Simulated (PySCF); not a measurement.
## Se⁺: ionisation energy

Se⁺ [Ar] 3d10 4s2 4p3 (4S) → Se²⁺ [Ar] 3d10 4s2 4p2 (3P), as a difference of total energies. Calculation: PySCF 2.14, in cc-pVDZ-DK (5s4p2d, 27 functions); the spin-free X2C one-electron Hamiltonian (Gaussian nucleus). Correlated levels: valence: [Ar] 3d10 frozen. The calculations carry no spin-orbit coupling.

Q: Order these methods by the ionisation energy they give, lowest first.
A. UHF
B. CCSD (valence)
C. PBE
D. MP2 (valence)

A: A (20.857 eV), B (21.156 eV), D (21.207 eV), C (21.339 eV).

The reference lies between the lowest fine-structure levels, while these numbers refer to the centres of the terms.

Errors of the correlated levels include the incompleteness of this basis and the frozen core.

For comparison: 21.196 ± 0.01 eV (measured; NIST Atomic Spectra Database, ionization energies).
